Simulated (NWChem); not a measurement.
Everything below was run with NWChem. System: CH3FGe, charge 0, spin multiplicity 1, displaced from the optimised geometry. The structure started from a generated list of species.

Job file:

```
start mol
memory heap 100 mb stack 700 mb global 1900 mb
geometry units angstroms nocenter noautoz noautosym
  Ge    -0.470157    -0.079649     0.000000
  F      0.812880    -1.303036     0.000000
  C      0.772164     1.491383     0.000000
  H      0.241185     2.456396     0.000000
  H      1.427471     1.435706    -0.887696
  H      1.375047     1.440161     0.816680
end
basis spherical
  * library def2-svp
end
scf
  rhf
  nopen 0
  maxiter 100
  thresh 1e-7
  semidirect memsize 60000000 filesize 0
end
tce
  freeze core 11
  cr-ccsd(t)
  2eorb
  2emet 13
  thresh 1e-6
  maxiter 100
  tilesize 24
end
task tce energy
```

The output up to the point where the run's verdict is printed (cleaned and shortened):

```
             Northwest Computational Chemistry Package (NWChem) 7.3.0
             --------------------------------------------------------

                                NWChem Input Module
                                -------------------

 Scaling coordinates for geometry "geometry" by  1.889725989
 (inverse scale =  0.529177249)

                             Geometry "geometry" -> ""
                             -------------------------

 Output coordinates in angstroms (scale by  1.889725989 to convert to a.u.)

  No.       Tag          Charge          X              Y              Z
 ---- ---------------- ---------- -------------- -------------- --------------
    1 Ge                  32.0000    -0.47015700    -0.07964900     0.00000000
    2 F                    9.0000     0.81288000    -1.30303600     0.00000000
    3 C                    6.0000     0.77216400     1.49138300     0.00000000
    4 H                    1.0000     0.24118500     2.45639600     0.00000000
    5 H                    1.0000     1.42747100     1.43570600    -0.88769600
    6 H                    1.0000     1.37504700     1.44016100     0.81668000

 Effective nuclear repulsion energy (a.u.)     180.8956127300

            Nuclear Dipole moment (a.u.)
            ----------------------------
        X                 Y               Z
 ---------------- ---------------- ----------------
    -0.0990537671     0.0084451854    -0.1342007808


 Summary of "ao basis" -> "" (spherical)
 ------------------------------------------------------------------------------
       Tag                 Description            Shells   Functions and Types
 ---------------- ------------------------------  ------  ---------------------
 *                          def2-svp                  on all atoms

 Summary of "ao basis" -> "ao basis" (spherical)
 ------------------------------------------------------------------------------
       Tag                 Description            Shells   Functions and Types
 ---------------- ------------------------------  ------  ---------------------
 Ge                         def2-svp                12       32   5s4p3d
[...]
     2   0 1 1      0.037523      0.000000     -0.351106
     2   0 0 2    -19.278495      0.000000      5.195793

                   NWChem Extensible Many-Electron Theory Module
                   ---------------------------------------------


            General Information
            -------------------
      Number of processors :     1
         Wavefunction type : Restricted Hartree-Fock
          No. of electrons :    50
           Alpha electrons :    25
            Beta electrons :    25
           No. of orbitals :   150
            Alpha orbitals :    75
             Beta orbitals :    75
        Alpha frozen cores :    11
         Beta frozen cores :    11
     Alpha frozen virtuals :     0
      Beta frozen virtuals :     0
         Spin multiplicity : singlet
    Number of AO functions :    75
       Number of AO shells :    33
        Use of symmetry is : off
      Symmetry adaption is : off
         Schwarz screening : 0.10D-09

          Correlation Information
          -----------------------
          Calculation type : Coupled-cluster singles & doubles w/ perturbation
   Perturbative correction : Completely renormalized (T)
            Max iterations :      100
        Residual threshold : 0.10D-05
     T(0) DIIS level shift : 0.00D+00
     L(0) DIIS level shift : 0.00D+00
     T(1) DIIS level shift : 0.00D+00
     L(1) DIIS level shift : 0.00D+00
     T(R) DIIS level shift : 0.00D+00
     T(I) DIIS level shift : 0.00D+00
   CC-T/L Amplitude update :  5-th order DIIS
                I/O scheme : Global Array Library
        L-threshold :  0.10D-05
        EOM-threshold :  0.10D-05
 no EOMCCSD initial starts read in
 TCE RESTART OPTIONS
 SLICE:      F
 D4D5:       F
 quantumc:   F
 qrotation:  F
 pwtce:      F
 qducc:      F
 nacto:                         0
 nrotv:                         0
 nrot:                          0

            Memory Information
            ------------------
          Available GA space size is     249031175 doubles
          Available MA space size is     104853028 doubles

 Maximum block size supplied by input
 Maximum block size        24 doubles

 tile_dim =     17

 -------------------------------------------------

 Global array virtual files algorithm will be used

 Parallel file system coherency ......... OK

 4-electron integrals stored in orbital form

 v2    file size   =          3617458
 4-index algorithm nr.  13 is used
 imaxsize =       30
 imaxsize ichop =        0


CCSD iterations
 ---------------------------------------------------------
 Iter          Residuum       Correlation     Cpu    Wall
 ---------------------------------------------------------
    1   0.1815980994302  -0.5397537931392     1.5     1.5
    2   0.0467535648205  -0.5460176075424     1.5     1.5
    3   0.0167737977063  -0.5559976771404     1.5     1.5
    4   0.0077072718040  -0.5574122503559     1.5     1.5
    5   0.0033482193018  -0.5585258747103     1.3     1.3
    6   0.0012946296370  -0.5590139989409     1.3     1.3
    7   0.0007891338603  -0.5590417060930     1.8     1.8
    8   0.0003552382282  -0.5590616147084     2.0     2.0
    9   0.0002637238382  -0.5590624732879     2.5     2.5
   10   0.0001230757975  -0.5590760242461     1.9     1.9
   11   0.0000314461807  -0.5590843792995     1.8     1.8
   12   0.0000169167275  -0.5590834907173     1.4     1.4
   13   0.0000096600042  -0.5590840053949     1.4     1.4
   14   0.0000065753558  -0.5590838178456     1.5     1.5
   15   0.0000040405628  -0.5590838851467     1.6     1.6
   16   0.0000011887063  -0.5590837440679     1.6     1.6
   17   0.0000007326136  -0.5590838460720     1.5     1.5
 -----------------------------------------------------------------
 Iterations converged
 CCSD correlation energy / hartree =        -0.559083846072013
 CCSD total energy / hartree       =     -2214.616680834071758

 Singles contributions

 Doubles contributions
 CR-CCSD(T)
```

The program stopped with an error. NWChem stopped with the message: ccsd_t 3.
